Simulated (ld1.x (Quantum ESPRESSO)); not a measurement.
## iridium (Ir): one change to an ultrasoft potential, before and after

| Quantity | Value |
| --- | --- |
| Element | iridium (Ir) |
| Generator | ld1.x (Quantum ESPRESSO) 7.5 |
| Type | ultrasoft |
| Functional | PBE |
| Relativity | scalar-relativistic |
| Frozen core | [Xe] 4f14 |
| Valence charge | 9 |
| Reference configuration | 5d7 6s2 6p0 |
| Partial waves | 6s (bound): rcut 1.65, rcutus 2.30 bohr; 6s channel at 0.1 Ry: rcut 1.65, rcutus 2.30 bohr; 6p (bound, empty): rcut 3.05, rcutus 3.60 bohr; 6p channel at 0.95 Ry: rcut 3.05, rcutus 3.60 bohr; 5d (bound): rcut 1.45, rcutus 2.00 bohr; 5d channel at 3.05 Ry: rcut 1.45, rcutus 2.00 bohr |
| Local potential | all-electron potential smoothed inside 3.45 bohr (lloc = -1) |
| Core correction | none |
| Augmentation charge | built from norm-conserving waves at rcut, not smoothed further |

All-electron outer shells of the reference configuration (PBE, scalar-relativistic, ld1.x):

```
shell  level (eV)  outermost node (bohr)  outermost maximum (bohr)
   4f      -62.19                      –                      0.39
   5p      -54.70                   0.54                      1.01
   5d       -7.15                   0.59                      1.29
   6s       -6.33                   1.17                      2.38
   6p       -1.22                   1.39                      3.47
```

Change: waves 6p (bound): rcut 2.46, rcutus 2.60 bohr; 6p channel at 0.95 Ry: rcut 2.46, rcutus 2.60 bohr.

Cutoffs: the cutoffs (Ry, on a coarse ladder) from which the occupation-weighted sum of valence levels, in a spherical-Bessel basis at the reference potential, stays within 10 and 1 mRy of its value at 400 Ry; they do not see the model core or the augmentation charge, which bear on the density cutoff. Errors are all-electron minus pseudo energies relative to the spin-unpolarised reference configuration.

What does the change do?

The potential gets neither clearly harder nor softer (30 Ry and 35 Ry → 30 Ry and 35 Ry); of the 7 tests that both files solve, the error grows in 0 and shrinks in 1 by more than 15 % and 0.3 meV (median size 102.9 → 102.9 meV); neither file shows a bound ghost.

```tsv
quantity	base	changed
cutoff, loose	30 Ry	30 Ry
cutoff, tight	35 Ry	35 Ry
bound ghosts	none	none
error for 5d7 6s1 6p0, meV [ΔE 9.88 eV]	+31	+31
error for 5d7 6s0 6p0, meV [ΔE 27.35 eV]	+165	+165
error for 5d6 6s0 6p0, meV [ΔE 57.89 eV]	+103	+103
error for 5d7 6s0 6p2, meV [ΔE 11.01 eV]	+116	+121
error for 5d6 6s2 6p1, meV [ΔE 7.16 eV]	-26	-22
error for 5d5 6s0 6p0, meV [ΔE 101.46 eV]	-103	-103
error for 5d7.5 6s1.5 6p0, meV [ΔE -0.29 eV]	+11	+11
lowest overlap eigenvalue by channel	s 0.60, p 0.56, d 0.29	s 0.60, p 0.06, d 0.29
```
